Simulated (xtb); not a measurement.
xtb input (GFN2-xTB):

```bash
xtb mol.xyz --gfn 2 --ohess tight --chrg 1 --uhf 0
```
mol.xyz:
```
3

Y      0.84299997     0.53156148     0.17635681
F     -0.76093925     0.78043650    -1.12919569
F     -0.07223949    -1.31478940     0.89084282
```

End of the output:

```
   ------------------------------------------------------------------------
    298.15    0.534653E-02    0.692944E-02    0.333691E-01   -0.264396E-01
   ------------------------------------------------------------------------

         :::::::::::::::::::::::::::::::::::::::::::::::::::::
         ::                  THERMODYNAMIC                  ::
         :::::::::::::::::::::::::::::::::::::::::::::::::::::
         :: total free energy         -10.247743952257 Eh   ::
         ::.................................................::
         :: total energy              -10.221304330895 Eh   ::
         :: zero point energy           0.001582910827 Eh   ::
         :: G(RRHO) w/o ZPVE           -0.028022532189 Eh   ::
         :: G(RRHO) contrib.           -0.026439621363 Eh   ::
         :::::::::::::::::::::::::::::::::::::::::::::::::::::

optimized geometry written to: xtbopt.xyz

           -------------------------------------------------
          | TOTAL ENERGY              -10.221304330895 Eh   |
          | TOTAL ENTHALPY            -10.214374886815 Eh   |
          | TOTAL FREE ENERGY         -10.247743952257 Eh   |
          | GRADIENT NORM               0.000015041597 Eh/α |
          | HOMO-LUMO GAP               1.842221842098 eV   |
           -------------------------------------------------

------------------------------------------------------------------------
------------------------------------------------------------------------
 total:
 SCF:
 ANC optimizer:
 analytical hessian:
```
